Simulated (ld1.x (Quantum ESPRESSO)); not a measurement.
# Pt, ultrasoft: configuration errors across variants

ld1.x (Quantum ESPRESSO) 7.5 input, shortened:

```
&input
   title='Pt', zed=78., rel=2, dft='BLYP', iswitch=3,
   config='[Xe] 4f14 5d9 6s0 6p0', rel_dist='average'
 /
 &inputp
   pseudotype=3, tm=.true., lloc=-1, rcloc=2.20,
   nlcc=.true., rcore=1.65
 /
6
6S  1  0   0.00   0.00  1.55  1.90  0.0
6S  1  0   0.00  -0.40  1.55  1.90  0.0
6P  2  1   0.00   0.00  2.50  3.00  0.0
6P  2  1   0.00   0.20  2.50  3.00  0.0
5D  3  2   9.00   0.00  1.75  2.30  0.0
5D  3  2   0.00   3.30  1.75  2.30  0.0
 &test
   configts(1)='5d9 6s0 6p0'
 /
```

Open shells are filled in proportion to 2j + 1 (rel_dist='average').

All-electron excitation energies from the reference (eV): (1) 5d8 6s0 6p0 19.894; (2) 5d7 6s0 6p0 51.998; (3) 5d9 6s0 6p1 -4.268; (4) 5d10 6s0 6p0 -9.187.

The overlap operator is not positive definite (basis up to 400 Ry) in “base”, “local potential all-electron potential smoothed inside 1.85 bohr (lloc = -1)”, “wave 6p channel at 0.2 Ry: rcut 2.50, rcutus 3.00 bohr becomes 6p channel at -0.21 Ry: rcut 2.50, rcutus 3.00 bohr”, “waves 6p (bound): rcut 2.50, rcutus 2.68 bohr; 6p channel at 0.2 Ry: rcut 2.50, rcutus 2.68 bohr”, “waves 5d (bound): rcut 1.75, rcutus 2.82 bohr; 5d channel at 3.3 Ry: rcut 1.75, rcutus 2.82 bohr”. Such files are unfit for use, however small their errors in these radial tests.

Tests that are not counted but printed errors over 1 eV. “base”: 5d8 6s1 6p0 (solver errors, printed error -4.4 eV); 5d8 6s2 6p0 (solver errors, printed error -15.6 eV). “local potential all-electron potential smoothed inside 1.85 bohr (lloc = -1)”: 5d9 6s1 6p0 (solver errors, printed error -1.9 eV); 5d8 6s2 6p0 (solver errors, printed error +3.9 eV). “wave 6p channel at 0.2 Ry: rcut 2.50, rcutus 3.00 bohr becomes 6p channel at -0.21 Ry: rcut 2.50, rcutus 3.00 bohr”: 5d8 6s2 6p0 (solver errors, printed error -15.6 eV); 5d8 6s1 6p0 (solver errors, printed error -4.4 eV); 1 more. “waves 6s (bound): rcut 1.55, rcutus 1.82 bohr; 6s channel at -0.4 Ry: rcut 1.55, rcutus 1.82 bohr”: 5d8 6s2 6p0 (solver errors, printed error -15.6 eV); 5d8 6s1 6p0 (solver errors, printed error -4.4 eV); 1 more. “waves 5d (bound): rcut 1.75, rcutus 2.82 bohr; 5d channel at 3.3 Ry: rcut 1.75, rcutus 2.82 bohr”: 5d9 6s1 6p0 (solver errors, printed error -712 eV); 5d8 6s2 6p0 (solver errors, printed error -11.3 eV); 1 more.

2 further variants failed, have other tests or another functional or relativity, and are left out.

Errors AE − PS in meV (a dash: test not solved or not reliable):

| change | (1) | (2) | (3) | (4) | bound ghosts |
| --- | --- | --- | --- | --- | --- |
| base | -298 | -1281 | -3.4 | -174 | not determined (overlap not positive) |
| local potential all-electron potential smoothed inside 1.85 bohr (lloc = -1) | -198 | -931 | -3.3 | -99 | not determined (overlap not positive) |
| wave 6p channel at 0.2 Ry: rcut 2.50, rcutus 3.00 bohr becomes 6p channel at -0.21 Ry: rcut 2.50, rcutus 3.00 bohr | -298 | -1281 | -3.5 | -174 | not determined (overlap not positive) |
| waves 6p (bound): rcut 2.50, rcutus 2.68 bohr; 6p channel at 0.2 Ry: rcut 2.50, rcutus 2.68 bohr | – | – | – | – | not determined (overlap not positive) |
| waves 6s (bound): rcut 1.55, rcutus 1.82 bohr; 6s channel at -0.4 Ry: rcut 1.55, rcutus 1.82 bohr | -298 | -1281 | -3.4 | -174 | not determined |
| waves 5d (bound): rcut 1.75, rcutus 2.82 bohr; 5d channel at 3.3 Ry: rcut 1.75, rcutus 2.82 bohr | -304 | -1327 | -3.3 | -176 | not determined (overlap not positive) |

(1) Give the same row for: all radii but the core radius scaled by about 0.80 (s 1.52, p 2.42, d 1.84 bohr, rcut 1.24/2.02/1.40); local potential all-electron potential smoothed inside 1.76 bohr (lloc = -1).

Results:

(1) -84, -429, -0.8, -36; bound ghosts: not determined. Not counted: 5d8 6s2 6p0 (solver errors, printed error -622 eV); 5d8 6s1 6p0 (solver errors, printed error -4.2 eV); 1 more.
